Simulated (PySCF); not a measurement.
## Correlation energy of Cd+ (cadmium, charge +1)

[Kr] 4d10 5s1, 2S determinant. All numbers are calculated (PySCF 2.14, a scalar-relativistic core potential, in cc-pVDZ-PP with ECP28MDF). Frozen: 4s2 4p6; 11 electrons correlated.

MP2 pair energies summed by pair of shells (mhartree):

```
 pair   energy  share (%)
4d-4d  -262.96       90.2
4d-5s   -28.55        9.8
```

Total MP2 correlation energy: -291.51 mhartree.

Same-spin part -110.38 and opposite-spin part -181.14 mhartree; SCS-MP2 scales them by 1/3 and 6/5 to -254.16 mhartree.

```
  level  correlation energy (mhartree)
   CCSD                        -279.24
    (T)                          -2.88
CCSD(T)                        -282.12
```

Diagnostics: T1 = 0.0057, D1 = 0.0254, largest double amplitude 0.022.

Is a single reference adequate?

Yes, within this model without spin-orbit coupling: T1 lies below 0.03 and no double amplitude reaches 0.07.
